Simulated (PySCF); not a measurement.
Trend along group 9: MO molecules

PBE with triple-zeta basis sets in PySCF, for the lowest determinant that a PBE0 search found; no spin–orbit coupling. De refers to high-spin ground-configuration atoms. A positive dipole means M(−)O(+).

```json
{"M": "Co", "basis": "def2-TZVPP", "state (unpaired electrons)": "quartet (π ↑↑, δ ↑)", "Re (Å)": "1.629", "ωe (cm⁻¹)": "869", "De (eV)": "n/a", "μ (D)": "-3.84"}
{"M": "Rh", "basis": "x2c-TZVPPall", "state (unpaired electrons)": "quartet (σ ↑, π ↑↑)", "Re (Å)": "1.709", "ωe (cm⁻¹)": "838", "De (eV)": "5.26", "μ (D)": "-3.23"}
{"M": "Ir", "basis": "def2-TZVPP", "state (unpaired electrons)": "quartet (π ↑↑, δ ↑)", "Re (Å)": "1.729", "ωe (cm⁻¹)": "905", "De (eV)": "n/a", "μ (D)": "-2.44"}
```

The shortest bond is that of CoO (1.629 Å), the longest that of IrO (1.729 Å).

The rows differ in basis set, which adds steps of its own.

The state changes along the series, so neighbouring rows are not always alike in their bonding.

De is left out where the level can put another filling of the metal’s s and d shells below the measured ground configuration, by anything from nothing to about 1 eV. The metal atom is held in its measured ground configuration; semilocal functionals can put another filling of s and d lower by some tenths of an eV, and De to that atom would be smaller. These are scalar-relativistic numbers at best; spin–orbit coupling would shift them, the dissociation energy most. The state is the lowest single determinant that the PBE0 search found; with open d or f shells the true ground state can be another one.
